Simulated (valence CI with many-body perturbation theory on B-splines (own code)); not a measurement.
# Forbidden lines of Mn11+

Computed by valence CI with perturbative core correlation (CI+MBPT): four valence electrons over a frozen Dirac-Fock core [Ne], a basis of 11 s, 11 p, 9 d, 7 f, 5 g, 2 h, 1 i functions for each j, with the one-electron correlation potential Σ1 (screened to all orders), the two-electron term Σ2, the three-electron term Σ3, Breit, model QED; selected single and double excitations, second order for the rest, scaled by the run's own slope (own B-spline code, finite nucleus).

No measured levels were compared; by estimate levels of excited configurations hold to 0.05 to 0.15 % of their energy, terms of the ground configuration to about 0.5 %.

Lines 1 to 14 of 14 in falling wavelength, among levels below 761930 cm⁻¹, chosen from the decays that carry over 1 % of a level's rate. Wavelengths and rates use the calculated energies, so an error of 200 cm⁻¹ moves a line at 3675 Å by 0.73 % and its rate by three times that or more. Electric multipoles are in the length gauge, E1 and E2 with the static RPA response of the core. Weak lines are less certain than strong ones. Lines between different terms over intervals too small for the method are left out, as are lines whose strength nearly cancels. Branching is blank where the lifetime is uncertain.

| λ vac (Å) | Upper | Lower | Type | A (s⁻¹) | Branch % |
| --- | --- | --- | --- | --- | --- |
| 13840 | 3s²3p² ³P_1 | 3s²3p² ³P_0 | M1 | 6.62e+00 | 100.0 |
| 12800 | 3s²3p² ³P_2 | 3s²3p² ³P_1 | M1 | 6.02e+00 | 100.0 |
| 12450 | 3s²3p3d ³F°_4 | 3s²3p3d ³F°_3 | M1 | 1.05e+01 |  |
| 3675 | 3s²3p² ¹D_2 | 3s²3p² ³P_2 | M1 | 5.24e+01 | 56.7 |
| 2855 | 3s²3p² ¹D_2 | 3s²3p² ³P_1 | M1 | 4.00e+01 | 43.2 |
| 2451 | 3s²3p² ¹S_0 | 3s²3p² ¹D_2 | E2 | 7.19e+00 | 1.1 |
| 1319 | 3s²3p² ¹S_0 | 3s²3p² ³P_1 | M1 | 6.68e+02 | 98.5 |
| 920.7 | 3s²3p3d ³F°_4 | 3s3p³ ³P°_2 | E2 | 1.75e+01 |  |
| 684.5 | 3s²3p3d ³F°_4 | 3s3p³ ³D°_3 | M1 | 5.42e+00 |  |
| 684.5 | 3s²3p3d ³F°_4 | 3s3p³ ³D°_3 | E2 | 4.13e+00 |  |
| 675.0 | 3s²3p3d ³F°_4 | 3s3p³ ³D°_2 | E2 | 7.81e+00 |  |
| 461.3 | 3s²3p3d ³F°_4 | 3s3p³ ⁵S°_2 | E2 | 2.89e+00 |  |
| 270.0 | 3s²3p3d ³F°_4 | 3s²3p² ¹D_2 | M2 | 3.09e+01 |  |
| 251.5 | 3s²3p3d ³F°_4 | 3s²3p² ³P_2 | M2 | 1.24e+00 |  |
